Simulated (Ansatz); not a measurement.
`BOC[SiH2]Br` + H₂ → `[SiH3]Br` + `BOC`  (hydrogenolysis of the Si–C bond)

Computed with Ansatz on PBE0-D4/def2-TZVP structures; ΔE is electronic, products minus reactants. CCSD(T)/CBS is the MP2 limit (def2-TZVPP, def2-QZVPP) plus CCSD(T) − MP2 in def2-TZVPP, frozen cores. This one scheme is used for every species. Functionals use def2-TZVPP. For Br outer-core shells are correlated without core-valence functions, which leaves a few kJ/mol of doubt a bond. Scalar relativity is left out up to krypton. Each species was taken in one conformer, which may not be the lowest.

(1) Is it downhill or uphill in electronic energy at CCSD(T)/CBS, and by how much? (An estimate is asked.)

(2) What do these levels give: ωB97X-V, PBE, CCSD/def2-TZVPP, CCSD(T)/def2-TZVPP, SCS-MP2/def2-QZVPP, MP2/CBS(def2)? (Best estimate.)

Largest T1 diagnostic among the species: 0.014.

## Answers

(1) The calculation gave: Downhill: ΔE = -0.31 eV.

(2) The calculation gave: ωB97X-V -0.35, PBE -0.37, CCSD/def2-TZVPP -0.40, CCSD(T)/def2-TZVPP -0.34, SCS-MP2/def2-QZVPP -0.35, MP2/CBS(def2) -0.26 eV.

The D4 term adds +0.16 eV with B3LYP and +0.09 eV with PBE0; it sums over pairs of atoms, weighted by their polarisabilities, and B3LYP, whose exchange is more repulsive, gets the larger term. In def2-TZVPP, CCSD(T) changes the Hartree–Fock value by +0.30 eV (the triples alone add +0.06 eV) and MP2 by +0.36 eV.

B3LYP here is the variant with VWN-RPA as its local correlation; programs differ in this.
